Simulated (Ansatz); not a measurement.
Species: sum formula SnOF2, charge -1, multiplicity 2. SMILES of the parent species: [O]=[Sn]([F])[F]
Coordinates optimised at B3LYP-D3(BJ)/def2-TZVP (Ansatz, an electronic-structure program):
```
Sn
O 1 1.9420
F 1 2.0115 2 108.71
F 1 2.0115 2 108.71 3 -101.54
```
Charge -1, spin multiplicity 2.

**Question.** Give the harmonic wavenumbers at B3LYP-D3(BJ)/def2-TZVP (Ansatz, finite differences of forces, unscaled).

**Answer.** 150, 158, 174, 481, 493, 546 cm⁻¹. Zero-point energy 2.9 kcal/mol.

**Question.** From these and the geometry, give the ideal-gas thermochemistry at 298.15 K and 1 atm (rigid rotor, harmonic oscillator).

**Answer.** Point group Cs, rotational symmetry number 1. Rotational constants 4.728, 4.249, 2.846 GHz. S(trans) 41.35, S(rot) 26.13, S(vib) 9.56, S(elec, spin only) 1.38, S 78.4 cal/(mol K). H(298) - H(0) 3.96 kcal/mol; G - E(el) -16.6 kcal/mol.
